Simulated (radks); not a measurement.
The numbers below are computed, except where a source is named.
Dy+, configuration [Xe] 4f10 6s1. Code: a radial shooting solver on a logarithmic mesh with Libxc functionals. Model: scalar-relativistic Kohn-Sham, PBE, spin-polarised, spherical densities, finite nucleus; open shells are filled with parallel spins first (spin-orbit coupling, left out, can overturn this in heavy ions); Fermi nuclear charge, rms radius 5.2218 fm.

Normalised radial functions P(r) = r R(r), r in bohr:

r         4f down
0.002589   0.0000
0.003014   0.0000
0.003508   0.0000
0.004117   0.0000
0.004793   0.0000
0.00558    0.0000
0.006496   0.0000
0.007562   0.0000
0.008804   0.0000
0.01025    0.0000
0.01203    0.0001
0.014      0.0001
0.0163     0.0002
0.01898    0.0004
0.02209    0.0007
0.02572    0.0011
0.02994    0.0019
0.03513    0.0034
0.0409     0.0056
0.04762    0.0093
0.05543    0.0152
0.06453    0.0244
0.07513    0.0386
0.08746    0.0599
0.1026     0.0928
0.1195     0.1374
0.1391     0.1981
0.1619     0.2775
0.1885     0.3766
0.2195     0.4939
0.2555     0.6242
0.2998     0.7651
0.349      0.8896
0.4063     0.9907
0.473      1.0545
0.5507     1.0724
0.6411     1.0437
0.7463     0.9751
0.8758     0.8722
1.02       0.7584
1.187      0.6403
1.382      0.5255
1.609      0.4194
1.873      0.3254
2.18       0.2455
2.559      0.1773
2.979      0.1266
3.467      0.0875
4.037      0.0576
4.699      0.0355
5.471      0.0203
6.369      0.0107
7.474      0.0049
8.701      0.0021
10.13      0.0008
11.79      0.0002

4f down: eigenvalue -7.775 eV, 0 radial nodes, <r> = 0.899 bohr, 90 % of the charge inside 1.60 bohr.
